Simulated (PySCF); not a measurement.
**NMR parameters from quadrupole coupling constants**

C2H12NPSi3.
Z-matrix (Å and degrees, GFN2-xTB geometry), rows numbered from 1:
```
C 
N   1  1.4288
C   2  1.2573  1  120.75
Si  3  1.8843  2  120.38  1  -177.69
P   4  2.2321  3  104.59  2   117.54
Si  5  2.2239  4  101.50  3  -167.28
Si  5  2.2276  4  101.45  3   -61.61
H   1  1.0910  2  108.17  3   122.40
H   1  1.0910  2  108.08  3  -121.37
H   1  1.0994  2  113.61  3     0.43
H   3  1.1047  2  121.13  1    -0.22
H   4  1.4662  3  110.13  2  -128.79
H   4  1.4628  3  110.10  2    -6.18
H   6  1.4613  5  106.76  4   175.30
H   6  1.4652  5  113.03  4    54.65
H   6  1.4607  5  106.66  4   -65.75
H   7  1.4609  5  106.73  4    72.61
H   7  1.4640  5  112.96  4   -48.17
H   7  1.4620  5  106.80  4  -168.85
```

Computed at PBE0/pcSseg-1 (PySCF, non-relativistic):

```json
{"atom": "N2", "environment": "C=N nitrogen", "nucleus": "14N", "spin I": "1", "Q (b)": "0.02044", "CQ = χzz (MHz)": "-5.897", "η": "0.470"}
```

Question: Recover the principal values of the field gradient from CQ = 234.96 MHz × Q × Vzz, η = (Vxx − Vyy)/Vzz and a zero trace.

Answer: The tensor is traceless, so η fixes the two smaller values:

```tsv
atom	Vxx (au)	Vyy (au)	Vzz (au)	Vzz (10²¹ V/m²)
N2	0.325	0.902	-1.228	-11.93
```

Question: Give the quadrupolar product PQ = |CQ|√(1 + η²/3), the quadrupolar frequency νQ = 3|CQ|/[2I(2I − 1)] and the Larmor frequency ν0 = |g| × 7.62259 MHz/T × B at 16.45 T, with g(14N) = 0.40376.

Answer: 
```tsv
atom	PQ (MHz)	νQ (MHz)	ν0 (MHz)	νQ/ν0
N2	6.110	8.846	50.63	0.175
```

For N2: PQ = 5.897 × 1.0361, νQ = 5.897 × 1.5000, ν0 = 3.0777 MHz/T × 16.45 T.

Question: Quadrupolar 1/T1 and linewidth for τc = 5 ps (extreme narrowing, isotropic tumbling)?

Answer: 1/T1 = 1/T2 = (3π²/10)(2I + 3)/[I²(2I − 1)] × PQ² × τc; the width is 1/(πT2).

```json
{"site": "14N at N2", "spin factor (2I + 3)/[I²(2I − 1)]": "5.000", "1/T1 (s⁻¹)": "2760", "T1 (ms)": "0.362", "linewidth (Hz)": "880"}
```

Solvent, lattice and vibrations would change these gradients. Isolated species at its GFN2-xTB geometry (one conformer only). GFN2-xTB bond lengths can be off by several hundredths of an ångström, more for odd bonds, and the gradients follow them. With so small a basis the couplings can be 20 % off.
